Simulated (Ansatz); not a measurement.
`C[Si](C)(S)S`, one more setting.

```yaml
crystal:
  periodic: [false, false, false]
  atoms:
    - {symbol: C, position_ang: [-1.585936, 0.816334, -0.015823]}
    - {symbol: Si, position_ang: [0.079704, 0.065404, -0.374935]}
    - {symbol: C, position_ang: [0.656729, -1.024358, 1.023037]}
    - {symbol: S, position_ang: [-0.169298, -1.019746, -2.202843]}
    - {symbol: S, position_ang: [1.571099, 1.556639, -0.785182]}
    - {symbol: H, position_ang: [-1.534147, 1.433454, 0.884818]}
    - {symbol: H, position_ang: [-1.910248, 1.451062, -0.842431]}
    - {symbol: H, position_ang: [-2.337204, 0.038310, 0.144212]}
    - {symbol: H, position_ang: [0.772430, -0.444777, 1.943459]}
    - {symbol: H, position_ang: [1.617887, -1.485572, 0.788775]}
    - {symbol: H, position_ang: [-0.073164, -1.816887, 1.206431]}
    - {symbol: H, position_ang: [1.111754, -1.420066, -2.265431]}
    - {symbol: H, position_ang: [1.820694, 1.815303, 0.510811]}
basis:
  gaussian: {orbitals: def2-TZVP}
hamiltonian: {xc: {name: LC-wPBE}}
accuracy: high
scf: {lower_state_search: off}
output: {forces: true}
```

```sh
$ ansatz run in.yaml --threads 4 --pin off --events-out ev --progress --plain --max-ram 10444MiB
```

Shortened log:

```
Functional definition: LC-wPBE
4066 factors; integrals over basis functions are off by at most 4.2e-8 eV
862 factors; integrals over basis functions are off by at most 9.3e-9 eV
mean field evaluation 1: about -31742.6638 eV, gradient 4.6e1 eV
mean field evaluation 2: about -31745.5400 eV, gradient 3.0e1 eV
mean field evaluation 4: about -31747.4771 eV, gradient 1.2e0 eV
mean field evaluation 8: about -31747.4755 eV, gradient 3.4e-2 eV
mean field evaluation 16: about -31747.4755 eV, gradient 1.8e-5 eV
mean field -31747.47552161 eV, -1166.6982062074 hartree, gradient 6.5e-8 eV, S^2 0.000000; 0 other end points of the search recorded, 0 dependent functions left out
reference -31747.47552161 eV, -1166.6982062074 hartree; 33, 33 occupied and 188, 188 virtual orbitals, 4066 factors
Total energy: -31747.47552161 eV, -1166.6982062074 hartree
Atom 0 at    -1.585936     0.816334    -0.015823 Å, force     0.081498    -0.012087     0.015014 eV/Å
Atom 1 at     0.079704     0.065404    -0.374935 Å, force    -0.011773     0.005017    -0.097466 eV/Å
Atom 2 at     0.656729    -1.024358     1.023037 Å, force    -0.017397     0.053933    -0.057386 eV/Å
Atom 3 at    -0.169298    -1.019746    -2.202843 Å, force     0.196382     0.034940     0.172868 eV/Å
Atom 4 at     1.571099     1.556639    -0.785182 Å, force    -0.109218    -0.106478     0.223331 eV/Å
Atom 5 at    -1.534147     1.433454     0.884818 Å, force    -0.009378    -0.030966    -0.045775 eV/Å
Atom 6 at    -1.910248     1.451062    -0.842431 Å, force     0.019766    -0.033224     0.035345 eV/Å
Atom 7 at    -2.337204     0.038310     0.144212 Å, force     0.051537     0.039625    -0.012959 eV/Å
Atom 8 at     0.772430    -0.444777     1.943459 Å, force    -0.010708    -0.030376    -0.057689 eV/Å
Atom 9 at     1.617887    -1.485572     0.788775 Å, force    -0.045705     0.019193     0.007449 eV/Å
Atom 10 at    -0.073164    -1.816887     1.206431 Å, force     0.039514     0.046192    -0.014312 eV/Å
Atom 11 at     1.111754    -1.420066    -2.265431 Å, force    -0.155325     0.044151    -0.002130 eV/Å
Atom 12 at     1.820694     1.815303     0.510811 Å, force    -0.029193    -0.029920    -0.166292 eV/Å
Dipole moment:    -0.018563    -0.094324     0.492465 e Å
Checks for a lower state left out: stability, starts, cluster_reference, orbital_swaps, neighbouring_geometries, increment
```

Run time 7.5 s (4 threads of an AMD EPYC 9R45 on a shared host); peak host memory 1.2 GiB.
